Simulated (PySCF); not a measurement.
A side-by-side comparison of computed properties.

First species: C5H6FNO2.
Numbering: `[N:1]#[C:2][C@@H:3]1[CH2:4][O:5][C@@H:6]([F:7])[CH2:8][O:9]1` (hydrogens: H10 on C3; H11, H12 on C4; H13 on C6; H14, H15 on C8)

Second species: anthranilonitrile, C7H6N2.
SMILES: `N#CC1=CC=CC=C1N`

Levels: PBE0/def2-SVPD for HOMO energy, LUMO energy, HOMO–LUMO gap and static isotropic polarisability; TDDFT PBE0/def2-SVPD for lowest singlet excitation; TDA PBE0/def2-SVPD for lowest triplet excitation (Tamm–Dancoff). Geometries: GFN2-xTB. Each species is one conformer at its optimised geometry, gas phase, non-relativistic unless stated; the electronic structure was computed with PySCF and density fitting.

Dipoles, sizes and rotational constants follow the conformer. The torsions of the flexible species, by atom-mapped SMILES:
- `[N:1]#[C:2][c:3]1[cH:4][cH:5][cH:6][cH:7][c:8]1[NH2:9]`: H–N9–C8–C7 16°, H–N9–C8–C7 169°

The conformers of `N#C[C@@H]1CO[C@@H](F)CO1` aren't listed.

```
                                property  column X  column Y
                             HOMO energy  -8.28 eV  -6.53 eV
                             LUMO energy  -0.14 eV  -1.34 eV
                           HOMO–LUMO gap   8.14 eV   5.19 eV
               lowest singlet excitation   6.71 eV   4.32 eV
lowest triplet excitation (Tamm–Dancoff)   6.31 eV   3.37 eV
         static isotropic polarisability   67.1 au   94.4 au
```

**Question.** Which column belongs to which species?

**Answer.** Column X is the first species and column Y the second. The first has 15 atoms and 68 electrons, the second 15 and 62.

**Question.** How does each property change from the first species to the second?

**Answer.** HOMO energy +1.75 eV; LUMO energy -1.20 eV; HOMO–LUMO gap -2.95 eV; lowest singlet excitation -2.39 eV; lowest triplet excitation (Tamm–Dancoff) -2.94 eV; static isotropic polarisability +27.3 au.

On the first: The polarisability is 9.95 Å³ as a volume (1 au = 0.148185 Å³), or 0.99 au for each of the 68 electrons. In wavenumbers S1 is 54100 cm⁻¹ (1 eV = 8065.54 cm⁻¹).

On the second: The principal polarisabilities are 52.8, 102.5 and 127.8 au; their mean is the isotropic value. In wavenumbers S1 is 34800 cm⁻¹ (1 eV = 8065.54 cm⁻¹).
